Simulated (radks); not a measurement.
The numbers below are computed, except where a source is named.
Species: Ga26+. Configuration: [He] 2s2 2p1 (the NIST ground configuration). Code: a radial shooting solver on a logarithmic mesh with Libxc functionals. Model: scalar-relativistic Kohn-Sham, LDA (Slater exchange, VWN5 correlation), spin-polarised, spherical densities, finite nucleus; open shells are filled with parallel spins first; Fermi nuclear charge, rms radius 3.9973 fm.

Normalised radial functions P(r) = r R(r), r in bohr:

r,1s down,2s down,2p down
0.002888,0.9616,0.3258,0.0091
0.003179,1.0464,0.3544,0.0108
0.0035,1.1377,0.3851,0.0130
0.003852,1.2356,0.4181,0.0155
0.00424,1.3405,0.4533,0.0185
0.004668,1.4526,0.4909,0.0221
0.005138,1.5720,0.5308,0.0263
0.005656,1.6986,0.5730,0.0314
0.006225,1.8325,0.6174,0.0375
0.006853,1.9735,0.6640,0.0447
0.007543,2.1212,0.7125,0.0533
0.008303,2.2750,0.7627,0.0635
0.00914,2.4343,0.8141,0.0755
0.01006,2.5979,0.8663,0.0898
0.01107,2.7647,0.9187,0.1066
0.01219,2.9329,0.9704,0.1263
0.01342,3.1006,1.0205,0.1496
0.01477,3.2655,1.0678,0.1768
0.01626,3.4248,1.1111,0.2086
0.0179,3.5755,1.1486,0.2456
0.0197,3.7139,1.1785,0.2885
0.02169,3.8363,1.1988,0.3380
0.02387,3.9387,1.2072,0.3949
0.02628,4.0167,1.2010,0.4600
0.02892,4.0662,1.1778,0.5339
0.03184,4.0830,1.1347,0.6173
0.03505,4.0635,1.0689,0.7107
0.03858,4.0047,0.9780,0.8145
0.04246,3.9044,0.8596,0.9286
0.04674,3.7618,0.7119,1.0528
0.05145,3.5776,0.5340,1.1863
0.05664,3.3540,0.3260,1.3276
0.06234,3.0954,0.0891,1.4747
0.06862,2.8077,-0.1736,1.6248
0.07554,2.4989,-0.4575,1.7741
0.08315,2.1780,-0.7557,1.9181
0.09153,1.8554,-1.0596,2.0514
0.1007,1.5412,-1.3587,2.1682
0.1109,1.2452,-1.6407,2.2620
0.1221,0.9759,-1.8927,2.3264
0.1344,0.7397,-2.1015,2.3554
0.1479,0.5404,-2.2548,2.3439
0.1628,0.3791,-2.3428,2.2887
0.1792,0.2544,-2.3589,2.1886
0.1973,0.1626,-2.3013,2.0455
0.2172,0.0984,-2.1733,1.8641
0.239,0.0562,-1.9841,1.6524
0.2631,0.0300,-1.7475,1.4207
0.2896,0.0149,-1.4814,1.1813
0.3188,0.0069,-1.2052,0.9466
0.3509,0.0029,-0.9379,0.7283
0.3863,0.0011,-0.6956,0.5359
0.4252,0.0004,-0.4895,0.3754
0.4681,0.0001,-0.3253,0.2491
0.5152,0.0000,-0.2031,0.1557
0.5672,0.0000,-0.1184,0.0912
0.6243,0.0000,-0.0641,0.0497
0.6872,0.0000,-0.0319,0.0250

1s down: eigenvalue -11969.5 eV, 0 radial nodes, <r> = 0.0484 bohr, 90 % of the charge inside 0.0864 bohr. 2s down: eigenvalue -2686.6 eV, 1 radial node at r = 0.0645 bohr, <r> = 0.203 bohr, 90 % of the charge inside 0.310 bohr. 2p down (empty): eigenvalue -2582.4 eV, 0 radial nodes, <r> = 0.174 bohr, 90 % of the charge inside 0.279 bohr.
